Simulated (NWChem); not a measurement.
# C4H3Br; SMILES C#C/C=C\Br

```xyz
8

C      1.1523    -2.6704     0.0000
C      0.1244    -2.0246     0.0000
C     -1.0979    -1.3067     0.0000
C     -1.2379     0.0286     0.0000
Br     0.1817     1.2384     0.0000
H      2.0687    -3.2318     0.0000
H     -2.0223    -1.8965     0.0000
H     -2.2208     0.5028     0.0000
```
Atoms are numbered in this order, from 1.

Results from NWChem. Structure relaxed at the PBE0/def2-SVP level. Level: PBE0/def2-SVP with SMD (1 M gas to 1 M solution), gas-phase geometry.

### Question
What does the run give for solvent n-hexane? Quantities: solvation free energy (kcal/mol); cavity-dispersion-structure term (kcal/mol); dipole in solution (D).

### Answer
| Property | Result |
|---|---|
| solvation free energy (kcal/mol) | -4.5 |
| cavity-dispersion-structure term (kcal/mol) | -2.4 |
| dipole in solution (D) | 1.17 |
